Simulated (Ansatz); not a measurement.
A run of Ansatz (development build ahead of 0.2.0) on singlet H16 at this shape:

```xyz
16

H     1.7266   -0.4187    0.0833
H     2.0644   -0.2462    0.7117
H     0.6824   -0.9518   -1.8593
H     1.0202   -0.7793   -1.2309
H     0.7312    1.6202    0.0588
H     1.0690    1.7927    0.6872
H    -0.3130    1.0871   -1.8839
H     0.0248    1.2596   -1.2555
H    -0.0248   -1.2596    1.2555
H     0.3130   -1.0871    1.8839
H    -1.0690   -1.7927   -0.6872
H    -0.7312   -1.6202   -0.0588
H    -1.0202    0.7793    1.2309
H    -0.6824    0.9518    1.8593
H    -2.0644    0.2462   -0.7117
H    -1.7266    0.4187   -0.0833
```

Its results:

```yaml
Converged: yes
Total_energy: -8.85909 hartree
Spin_squared_of_the_determinant: 0.000
```

(1) Which input gives this output? Name the method, the orbitals and the basis set, and write the input.

Results:

(1) RHF in STO-3G. An unrestricted run that stays on the closed shell gives the same numbers.

```yaml
crystal:
  periodic: [false, false, false]
  atoms:
    - { symbol: H, position_ang: [1.72658, -0.41867, 0.0833] }
    - { symbol: H, position_ang: [2.06435, -0.24622, 0.71171] }
    - { symbol: H, position_ang: [0.68238, -0.95178, -1.85934] }
    - { symbol: H, position_ang: [1.02016, -0.77933, -1.23094] }
    - { symbol: H, position_ang: [0.73123, 1.62023, 0.05878] }
    - { symbol: H, position_ang: [1.06901, 1.79268, 0.68719] }
    - { symbol: H, position_ang: [-0.31296, 1.08712, -1.88386] }
    - { symbol: H, position_ang: [0.02481, 1.25957, -1.25546] }
    - { symbol: H, position_ang: [-0.02481, -1.25957, 1.25546] }
    - { symbol: H, position_ang: [0.31296, -1.08712, 1.88386] }
    - { symbol: H, position_ang: [-1.06901, -1.79268, -0.68719] }
    - { symbol: H, position_ang: [-0.73123, -1.62023, -0.05878] }
    - { symbol: H, position_ang: [-1.02016, 0.77933, 1.23094] }
    - { symbol: H, position_ang: [-0.68238, 0.95178, 1.85934] }
    - { symbol: H, position_ang: [-2.06435, 0.24622, -0.71171] }
    - { symbol: H, position_ang: [-1.72658, 0.41867, -0.0833] }
basis:
  gaussian: { orbitals: STO-3G }
hamiltonian:
  xc: hf
```
